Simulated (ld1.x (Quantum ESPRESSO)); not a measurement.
## Reading a pseudo-wave (Ta)

Columns: radius, all-electron u(r) and pseudo u(r) of the 6s shell (level -5.62 eV) of tantalum in the configuration [Xe] 4f14 5d3 6s2 6p0; LDA (PZ), scalar-relativistic, TM scheme, ld1.x (Quantum ESPRESSO) 7.5.

| r (bohr) | all-electron | pseudo |
| --- | --- | --- |
| 0.210 | 0.0459 | -0.0426 |
| 0.420 | -0.1516 | -0.0820 |
| 0.630 | 0.1487 | -0.1157 |
| 0.840 | 0.2938 | -0.1441 |
| 1.050 | 0.2259 | -0.1716 |
| 1.260 | 0.0557 | -0.2068 |
| 1.470 | -0.1334 | -0.2601 |
| 1.680 | -0.3005 | -0.3388 |
| 1.890 | -0.4310 | -0.4355 |
| 2.100 | -0.5238 | -0.5238 |
| 2.310 | -0.5831 | -0.5831 |
| 2.520 | -0.6149 | -0.6149 |
| 2.730 | -0.6252 | -0.6252 |
| 2.940 | -0.6193 | -0.6193 |
| 3.150 | -0.6015 | -0.6015 |
| 3.360 | -0.5754 | -0.5754 |
| 3.570 | -0.5439 | -0.5439 |
| 3.780 | -0.5090 | -0.5090 |
| 3.990 | -0.4725 | -0.4725 |
| 4.200 | -0.4356 | -0.4356 |
| 4.410 | -0.3992 | -0.3992 |
| 4.620 | -0.3641 | -0.3641 |
| 4.830 | -0.3306 | -0.3306 |
| 5.040 | -0.2990 | -0.2990 |
| 5.250 | -0.2696 | -0.2696 |
| 5.460 | -0.2423 | -0.2423 |

Question: How many radial nodes do the two functions have?

Answer: The all-electron 6s function has n − l − 1 = 5 (the table is too coarse to show those close to the nucleus); the pseudo-wave has 0, since the states of the same l below it are removed with the core.

Question: At about which radius was the pseudo-wave matched?

Answer: 2.20 bohr, where the columns begin to agree (steps of 0.21 bohr).

Question: Where does each function peak?

Answer: Outermost all-electron maximum near 2.73 bohr, pseudo maximum near 2.73 bohr (to the table’s step).

Question: Is the pseudo-wave norm-conserving?

Answer: Yes: the TM scheme keeps the norm inside the radius equal to the all-electron one, which fixes the energy derivative of the logarithmic derivative at the level.
